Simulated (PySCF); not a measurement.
C4H8Cl, SMILES C(C)(C)([CH2])Cl, multiplicity 2. Geometry: PBE0-D3(BJ)/def2-SVP. The isomer is the one that the SMILES or the coordinates give; other isomers of the formula were not compared.

The numbers are results of PySCF with PBE0-D3(BJ)/def2-SVP, not measurements.

Harmonic wavenumbers (cm⁻¹): 241, 266, 277, 290, 298, 355, 403, 410, 510, 636, 829, 927, 953, 1012, 1028, 1106, 1273, 1303, 1385, 1395, 1437, 1445, 1452, 1467, 1477, 3058, 3061, 3157, 3159, 3167, 3177, 3178, 3290. Rotational constants (GHz): 4.657, 3.093, 3.020; symmetry number 1.

Work out the zero-point energy and the ideal-gas rigid-rotor harmonic-oscillator thermochemistry at 298.15 K and 1 atm.

ZPE = ½ Σ hcν = ½ × 47422 cm⁻¹ = 283.65 kJ/mol. H − E(el) = 303.84 kJ/mol. Entropy in J/(mol K): translation 165.08, rotation 110.48, vibration 53.30, spin 5.76, total 334.63. G − E(el) = 204.07 kJ/mol. Cp = 111.55 J/(mol K).
